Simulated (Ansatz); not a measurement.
Two members of one family (Same ligands, another metal), computed with Ansatz in the gas phase; def2 core potentials for Re, Tc, no spin–orbit coupling. The two geometries come from different levels. Binding counts from free atoms in the multiplicity of their measured ground term, without zero-point energy. Names give formal oxidation states. A dash marks a value that wasn't run or was left out as unsound. The structures are stationary points that may keep the symmetry of their start. Remarks come from the PBE and PBE0 runs and from stability tests at other levels; not every state was tested. A HOMO above zero means that the electron is unbound at that level and held by the basis, or that self-interaction error raises the level; the energy of removing that electron tells which.

First: TcO3(NH2) (singlet, charge 0, PBE-D4/def2-SVP geometry).

Cartesian coordinates in Å:
```
Tc -0.079 0.739 0.063
O 0.853 1.472 -1.151
O -1.713 1.117 -0.172
O 0.506 1.231 1.574
N 0.068 -1.161 -0.016
H -0.526 -1.731 -0.626
H 0.891 -1.666 0.327
```

```
               level  HOMO (eV)  LUMO (eV)  gap (eV)  vertical EA (eV)  binding per atom (eV)
     PBE-D4/def2-SVP      -7.25      -4.20      3.05                 –                   4.58
 revPBE-D4/def2-TZVP      -7.30      -4.23      3.07                 –                   4.37
r2SCAN-D4/def2-TZVPD      -7.74      -4.40      3.34              1.31                   4.22
    PBE0-D4/def2-SVP      -8.74      -3.68      5.07                 –                   4.00
  PBE0-D4/def2-TZVPD      -8.83      -3.74      5.09              1.71                   4.00
```

Metal–donor distances: 3 × O 1.69 to 1.70 Å, 1 × N 1.91 Å. Remarks: restricted SCF unstable in HF, HOMO above zero (-1 doublet).

Second: ReO3(NH2) (singlet, charge 0, r2SCAN-D4/def2-SVP geometry).

```xyz
7

Re   -0.585    0.218   -0.406
O    -0.177    0.098   -2.065
O    -1.900   -0.826   -0.075
O    -0.946    1.852   -0.048
N     0.883   -0.325    0.704
H     1.041   -1.291    0.986
H     1.684    0.273    0.904
```

Problem. Estimate the same table for the second.

Solution. 
| level | HOMO (eV) | LUMO (eV) | gap (eV) | vertical EA (eV) | binding per atom (eV) |
| --- | --- | --- | --- | --- | --- |
| PBE-D4/def2-SVP | -7.40 | -3.57 | 3.83 | – | 4.71 |
| revPBE-D4/def2-TZVP | -7.42 | -3.58 | 3.85 | – | 4.56 |
| r2SCAN-D4/def2-TZVPD | -7.88 | -3.70 | 4.18 | 0.69 | 4.45 |
| PBE0-D4/def2-SVP | -8.94 | -2.97 | 5.97 | – | 4.22 |
| PBE0-D4/def2-TZVPD | -9.00 | -3.03 | 5.97 | 0.99 | 4.28 |

Metal–donor distances: 3 × O 1.71 Å, 1 × N 1.92 Å. Remarks: HOMO above zero (-1 doublet).
